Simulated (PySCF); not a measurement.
**A small calculation by hand: dipole moment from atomic charges**

B(F)(OH)(SH) (BFH2OS), SMILES OB(F)S. Atoms are numbered in the order given.

```xyz
6

B     -0.0144     0.4518     0.0000
F     -1.1830     1.1013     0.0000
O      1.1507     1.1366     0.0000
H      1.0222     2.0955     0.0000
S     -0.0502    -1.3661     0.0000
H      1.2947    -1.5011     0.0000
```

Geometry optimised at B3LYP-D3(BJ)/def2-SVP. The values are those of a single conformer.

Charges (e) from CAM-B3LYP/def2-TZVPD (PySCF):

```
atom  ESP fit     IAO
----  -------  ------
B1      0.454   0.511
F2     -0.212  -0.343
O3     -0.624  -0.561
H4      0.444   0.381
S5     -0.263  -0.095
H6      0.201   0.108
```

The dipole moment of the full density is 1.65 D.

Task: What dipole moment does each set of point charges give, and which comes closer to that of the density?

Result: 
μ = Σ q r, and 1 e Å = 4.8032 D.
ESP fit: Σ q r = (0.254, 0.250, 0.000) e Å, |μ| = 1.71 D.
IAO: Σ q r = (0.287, -0.018, 0.000) e Å, |μ| = 1.38 D.
ESP fit comes closer in size. Point charges leave out the atoms' own dipoles (lone pairs, polarised bonds); fits to the potential absorb them, partitions of the density don't.
